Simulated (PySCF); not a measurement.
A GIAO shielding run with PySCF 2.14 (density fitting, non-relativistic, gas phase) on SMILES Cl[SiH]1CCCC1, C4H9ClSi:

```
$ OMP_NUM_THREADS=1 python probes_run.py task.json out

{"job": {"kind": "nmr", "xc": "PBE0", "basis": "pcSseg-1"}, "charge": 0, "multiplicity": 1}
Cl     1.221580     2.900581     0.246340
Si     0.713438     1.178551    -0.685667
C      1.342110    -0.374837     0.222607
C      0.115458    -1.290097     0.287976
C     -1.110663    -0.421943     0.559983
C     -1.124459     0.719193    -0.464176
H      1.139482     1.275999    -2.081094
H      2.172924    -0.878330    -0.267900
H      1.672911    -0.130033     1.233420
H     -0.011416    -1.793031    -0.673256
H      0.231259    -2.057748     1.055039
H     -1.034716    -0.004374     1.566503
H     -2.027635    -1.011842     0.510323
H     -1.760792     1.536011    -0.127745
H     -1.543894     0.359889    -1.404265
```

Hardware: 1 thread of an Arm Neoverse N1, shared host. The job also computes population analyses, field gradients, ring-centre shieldings.

**Question.** How large is the calculation?

**Answer.** 64 electrons, 161 basis functions and 880 auxiliary functions.

**Question.** How long does it take, and how much memory does it need?

**Answer.** 38 s of wall time, with 12 SCF cycles and 4 response iterations; peak memory 0.74 GiB. Times on a shared host scatter by some tens of per cent.
